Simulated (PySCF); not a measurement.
**Broadened absorption spectrum of C5H15B2NO2**

C5H15B2NO2.
Geometry (PBE0-D3(BJ)/def2-SVP, Å), atoms numbered from 1 in this order:
```
atom  x, y, z in Å
C1    -1.1085   -0.7069    1.1158
N2    -0.7280   -0.2657   -0.2369
C3    -1.1520   -1.2704   -1.2221
B4    -1.4052    1.2055   -0.5581
C5    -0.3863    2.1931    0.2413
C6     0.9186    1.3867    0.4085
C7     0.7330    0.0427   -0.3199
B8     1.7556   -1.0926    0.1160
O9     3.0370   -0.7815    0.4574
O10    1.3922   -2.4030    0.1367
H11   -2.1945   -0.8562    1.1418
H12   -0.5933   -1.6426    1.3770
H13   -0.8562    0.0760    1.8410
H14   -0.7042   -2.2489   -1.0012
H15   -0.8515   -0.9319   -2.2211
H16   -2.2474   -1.3384   -1.1975
H17   -2.5733    1.1583   -0.1862
H18   -1.3120    1.3164   -1.7801
H19   -0.7601    2.5119    1.2279
H20   -0.2085    3.1171   -0.3290
H21    1.7978    1.9066   -0.0096
H22    1.1506    1.2132    1.4741
H23    0.9054    0.2294   -1.3957
H24    3.2081    0.1654    0.4624
H25    2.1240   -2.9677    0.4135
```

Method used: TDDFT CAM-B3LYP/def2-SVPD, vertical, gas phase, core orbitals frozen in the response (PySCF 2.14.0, density-fitted response routines).

Computed states:

| state | E (eV) | f |
| --- | --- | --- |
| S1 | 6.93 | 0.0073 |
| S2 | 7.05 | 0.032 |
| S3 | 7.64 | 0.016 |
| S4 | 7.76 | 0.024 |
| S5 | 7.83 | 0.0037 |
| S6 | 7.85 | 0.012 |
| S7 | 7.90 | 0.0040 |
| S8 | 7.93 | 0.0023 |
| S9 | 8.00 | 0.0020 |
| S10 | 8.01 | 0.042 |

Each state is given a Gaussian of 0.5 eV full width at half maximum, with ε(max) = 2.175×10⁸ f / Δν̃ (Δν̃ the width in cm⁻¹). The width is an assumption, not a result. The curve ends short of the highest state used, and states not computed would add to its high-energy end.

Problem. What does the envelope look like, and where are its maxima?

Solution. 
λ (nm), ε (L mol⁻¹ cm⁻¹) and a bar:
```
    167.4       1435 ####################
    168.2       1353 ###################
    168.9       1332 ###################
    169.7       1360 ###################
    170.5       1434 ####################
    171.3       1541 ######################
    172.0       1651 #######################
    172.8       1783 #########################
    173.6       1906 ###########################
    174.3       1998 ############################
    175.1       2075 #############################
    175.9       2116 ##############################
    176.7       2115 ##############################
    177.4       2080 #############################
    178.2       2004 ############################
    179.0       1893 ###########################
    179.7       1772 #########################
    180.5       1615 #######################
    181.3       1445 ####################
    182.0       1292 ##################
    182.8       1118 ################
    183.6        951 #############
    184.4        796 ###########
    185.1        672 ##########
    185.9        546 ########
    186.7        437 ######
    187.4        355 #####
    188.2        276 ####
    189.0        212 ###
    189.8        161 ##
    190.5        125 ##
    191.3         92 #
    192.1         67 #
    192.8         50 #
    193.6         36 
    194.4         25 
    195.1         19 
    195.9         13 
    196.7          9 
    197.5          6 
    198.2          4 
    199.0          3 
    199.8          2 
    200.5          1
```

Maxima: 176 nm (7.03 eV), ε about 2100, made up of S1 (17%) and S2 (82%) (ε in L mol⁻¹ cm⁻¹; maxima over ε = 5, shares over 10%). At its high-energy end, 7.41 eV, the curve is still rising (ε about 1400, from S2, S3 and S4).

Problem. Coming from long wavelengths, where does ε first pass 100 L mol⁻¹ cm⁻¹?

Solution. At about 191 nm (6.49 eV), 0.44 eV below S1.

Problem. What would ε be at 7.03 eV, the highest of these maxima, with half the width (0.25 eV)?

Solution. About 3980 L mol⁻¹ cm⁻¹ against 2120, a factor of about 1.9; a lone state at its own centre would give exactly 2.

Problem. On this curve, what absorbance would a 10⁻³ mol/L sample give at 193 nm over a 1 cm path?

Solution. 193 nm is 6.424 eV, where ε is about 46 L mol⁻¹ cm⁻¹, so A = ε c l ≈ 0.046 (Beer–Lambert, with the gas-phase spectrum and the assumed width).

All these states lie below the vertical ionisation energy of 9.44 eV (ΔSCF).

One conformer stands for the species.

Without π bonds the low states are Rydberg-like; a valence basis with one diffuse set may place them up to an eV too high.
